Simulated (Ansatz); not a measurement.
Consider the ligand exchange at the Sc–C bond: `[CH3][Sc]([CH3])[CH3]` + H–F → `[CH3][Sc]([CH3])[F]` + CH₄.

Computed with Ansatz on PBE0-D4/def2-TZVP structures; ΔE is electronic, products minus reactants. CBS: MP2 limit from def2 TZ/QZ plus the TZ coupled-cluster correction, frozen cores. This one scheme is used for every species. Functionals use def2-TZVPP. For Sc outer-core shells are correlated without core-valence functions, which leaves a few kJ/mol of doubt a bond. Scalar relativity is left out up to krypton.

CCSD(T)/CBS gives -254.5 kJ/mol.

**Question.** Another level gave -278.8 kJ/mol. Which?
A. revPBE/def2-TZVPP
B. revPBE-D4/def2-TZVPP
C. CAM-B3LYP/def2-TZVPP
D. r2SCAN/def2-TZVPP

**Answer.** C. CAM-B3LYP -278.8, revPBE -266.5, r2SCAN -271.0, revPBE-D4 -260.2 kJ/mol.

Largest T1 diagnostic among the species: 0.014.

In def2-TZVPP, CCSD(T) changes the Hartree–Fock value by +15.9 kJ/mol (the triples alone add +1.0 kJ/mol) and MP2 by +14.8 kJ/mol. At CCSD(T), def2-SVP lies −35.9 kJ/mol from the extrapolated value and def2-TZVPP −9.4 kJ/mol.
